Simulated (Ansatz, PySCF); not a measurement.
Pair of molecules: HF (SMILES F) (first 2 atoms) with HBr (SMILES Br); geometry from B3LYP-D3(BJ)/def2-TZVP, rigid monomers moved along the line of their centres of mass till F1···H4 is 1.87 Å.
(charge 0, multiplicity 1):
```xyz
4

F     -0.3622     0.1354     0.3694
H     -0.2203    -0.7743     0.2652
Br    -0.0607     0.8722     3.5394
H     -0.2326     0.7607     2.1242
```

Quantity: the interaction energy.

Counterpoise-corrected where a basis set is named; no monomer relaxation.

Cores are frozen in the correlated methods. Filled d and f shells under p-block atoms count as core. CBS(a, b) extrapolates the correlation energy as X⁻³ and adds the Hartree–Fock energy of set b.

Run with Ansatz (a first-principles code); PySCF for the dispersion terms. Values without a source in brackets are computed.

Costs are ratios of core time to PBE/def2-TZVPPD (roughly 4 s), for whole runs (searches for the state included, and forces where a run took them) on one shared machine, so rough; each difference counts from -1.76 kcal/mol (CCSD(T)/CBS(aug-cc-pVTZ, aug-cc-pVQZ), a level with limits of its own).

A star marks coupled-cluster runs past 200 virtual orbitals, where the program's memory plan changes under this machine's limit, so their costs aren't comparable with smaller runs.

| level | basis functions | cost | difference (kcal/mol) |
|---|---|---|---|
| PBE/def2-TZVPPD | 131 | ×1 | -0.07 |
| PBE-D3(BJ)/def2-TZVPPD | 131 | ×1 | -0.49 |
| B3LYP/def2-TZVPPD | 131 | ×1 | 0.63 |
| B3LYP-D3(BJ)/def2-TZVPPD | 131 | ×1 | -0.07 |
| PBE0/def2-TZVPPD | 131 | ×1 | 0.02 |
| PBE0-D3(BJ)/def2-TZVPPD | 131 | ×1 | -0.36 |
| r2SCAN-D3(BJ)/def2-TZVPPD | 131 | ×1 | -0.51 |
| CCSD(T)/aug-cc-pVDZ | 77 | ×2 | 0.85 |
| wB97X-V/def2-TZVPPD | 131 | ×3 | 0.03 |
| wB97M-V/def2-TZVPPD | 131 | ×3 | 0.04 |
| CCSD(T)/aug-cc-pVTZ | 151 | ×9 | 0.45 |
| CCSD(T)/aug-cc-pVQZ | 265 | ×60* | 0.17 |

What the step from CCSD(T)/aug-cc-pVDZ to CCSD(T)/aug-cc-pVTZ costs and buys: 77 to 151 functions, cost ×5 (rough); the difference goes from 0.85 to 0.45 kcal/mol.
